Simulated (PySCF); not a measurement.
CH4AlCl2N. Atoms are numbered in the order given.

```xyz
9

Al     0.0810    -0.1538     0.0000
Cl     0.7337    -2.1472     0.0000
Cl    -1.9700     0.2932     0.0000
N      1.2567     1.1551     0.0000
C      1.0170     2.5904     0.0000
H      2.2472     0.9236     0.0000
H      1.4415     3.0873    -0.8918
H      1.4415     3.0873     0.8918
H     -0.0652     2.7912     0.0000
```
Charge 0, spin multiplicity 1.

The structure is a stationary point at B3LYP-D3(BJ)/def2-SVP. The structure was generated by enumeration; whether it is a known compound was not checked. Other conformers were not sampled.

Level of theory: TDA-CAM-B3LYP/def2-SVPD (PySCF).

Vertical excitations. Isolated molecule, no solvent. State labels are in the subgroup Cs.

Computed lowest excited states:
| state | symmetry | energy (eV) | λ (nm) | f | main pairs |
|---|---|---|---|---|---|
| S1 | A" | 5.47 | 226 | 0.017 | HOMO→LUMO 93 % |
| S2 | A' | 6.66 | 186 | 0.151 | HOMO→LUMO+1 94 % |
| S3 | A" | 6.86 | 181 | 0.000 | HOMO→LUMO+2 85 % |
| S4 | A' | 7.25 | 171 | 0.035 | HOMO−1→LUMO 89 % |
| S5 | A" | 7.36 | 169 | 0.003 | HOMO−2→LUMO 57 %, HOMO→LUMO+3 29 % |
| S6 | A" | 7.47 | 166 | 0.009 | HOMO→LUMO+3 47 %, HOMO−2→LUMO 32 % |
| S7 | A' | 7.72 | 161 | 0.151 | HOMO−3→LUMO 85 % |
| S8 | A" | 7.79 | 159 | 0.000 | HOMO−1→LUMO+1 97 % |
| S9 | A" | 8.01 | 155 | 0.167 | HOMO−4→LUMO 87 % |
| S10 | A" | 8.17 | 152 | 0.000 | HOMO−3→LUMO+1 97 % |
| T1 | A" | 5.10 | 243 | 0 | HOMO→LUMO 88 % |
| T2 | A' | 5.49 | 226 | 0 | HOMO→LUMO+1 95 % |
| T3 | A" | 6.69 | 185 | 0 | HOMO→LUMO+2 83 % |
| T4 | A' | 6.94 | 179 | 0 | HOMO−1→LUMO 85 % |
Triplets are in the Tamm–Dancoff approximation.
